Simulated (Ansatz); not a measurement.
Isolated molecules relaxed with PBE0-D4/def2-TZVP in Ansatz; ΔE leaves out vibrations. CBS: MP2 limit from def2 TZ/QZ plus the TZ coupled-cluster correction, frozen cores. This one scheme is used for every species. DFT in def2-TZVPP. For Ge outer-core shells are correlated without core-valence functions, which leaves a few kJ/mol of doubt a bond. Scalar relativity is left out up to krypton. One conformer a species, not always the lowest.

Consider the cleavage of the Ge–Si bond: `C[NH][GeH2][SiH3]` + H–F → `C[NH][GeH2][F]` + SiH₄.

```
            species  r2SCAN energy (Eh)
`C[NH][GeH2][SiH3]`         -2464.71102
                H–F          -100.44665
   `C[NH][GeH2][F]`         -2273.33058
               SiH₄          -291.85420
```

Question: Work out ΔE.

Answer: ΔE = (-2273.33058) + (-291.85420) − (-2464.71102) − (-100.44665) = -0.02711 Eh = -71.2 kJ/mol. CCSD(T)/CBS gives -64.0 kJ/mol.

Largest T1 diagnostic among the species: 0.012.

In def2-TZVPP, CCSD(T) changes the Hartree–Fock value by +33.6 kJ/mol (the triples alone add +3.3 kJ/mol) and MP2 by +32.0 kJ/mol. The D4 term adds +9.3 kJ/mol with B3LYP and +5.4 kJ/mol with PBE0; it sums over pairs of atoms, weighted by their polarisabilities, and B3LYP, whose exchange is more repulsive, gets the larger term.

B3LYP here is the variant with VWN-RPA as its local correlation; programs differ in this.
